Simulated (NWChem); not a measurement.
# bromine (Br2); SMILES BrBr

```xyz
2

Br     0.0000     0.0000     1.1492
Br     0.0000     0.0000    -1.1492
```
Atoms are numbered in this order, from 1.

Program: NWChem. Geometry optimised at PBE0/def2-SVP; all other runs use it. This build's default masses of Se (78.918 u) and Br (79.917 u) are each other's, which moves their modes by up to 0.6 %.

```json
[
 {"quantity": "cavity-dispersion-structure term (kcal/mol) in n-hexane", "level": "PBE0/def2-SVP, SMD", "value": "…"},
 {"quantity": "vertical, lowest excitation, singlet (eV)", "level": "B3LYP/def2-SVPD, TDA", "value": "…"},
 {"quantity": "isotropic polarisability (bohr³), static", "level": "B3LYP/def2-SVPD", "value": "45.2"},
 {"quantity": "−ε(HOMO) (eV)", "level": "PBE/def2-SVP", "value": "6.65"},
 {"quantity": "highest harmonic frequency (cm⁻¹)", "level": "PBE0/def2-SVP", "value": "323"}
]
```

Question: Fill in the missing entries.

Answer: 
- cavity-dispersion-structure term (kcal/mol) in n-hexane, value: -3.8
- vertical, lowest excitation, singlet (eV), value: 2.70
